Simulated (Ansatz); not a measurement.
(CdSe)2 ring (Cd₂Se₂), relaxed as a singlet with RKS r2SCAN-D4/def2-SVP in Ansatz, starting from the GFN2-xTB geometry. Force threshold 0.02 eV/Å.

In the def2 sets Cd takes a core potential; there is no spin–orbit coupling.

Start:

```xyz
4

Cd   -0.291   -1.534    0.161
Se   -0.279    0.259    1.970
Cd    0.288    1.534   -0.161
Se    0.281   -0.259   -1.970
```

Task: Estimate the energy that the relaxation releases and the steps that it takes.

Result: 26.2 kJ/mol, in 4 steps; 12 s on 4 threads of Arm Neoverse V1 on a shared host. No frequencies were taken in this run, so the end may be a saddle point.

Task: Does the start keep its bonding and symmetry?

Result: By distances, no bond broke or formed. The bond that changes most is Cd1–Se2, from 2.55 to 2.56 Å (atoms count from 1). Point group D2h at the start, D2h at the end, both within 0.05 Å.

Task: Predict the relaxed structure.

Result: 
```xyz
4

Cd   -0.2580   -1.3665    0.1432
Se   -0.2996    0.2775    2.1088
Cd    0.2576    1.3665   -0.1432
Se    0.2999   -0.2775   -2.1087
```
Bond lengths (bridged metal pairs left out): 4 × Cd–Se 2.56 Å.
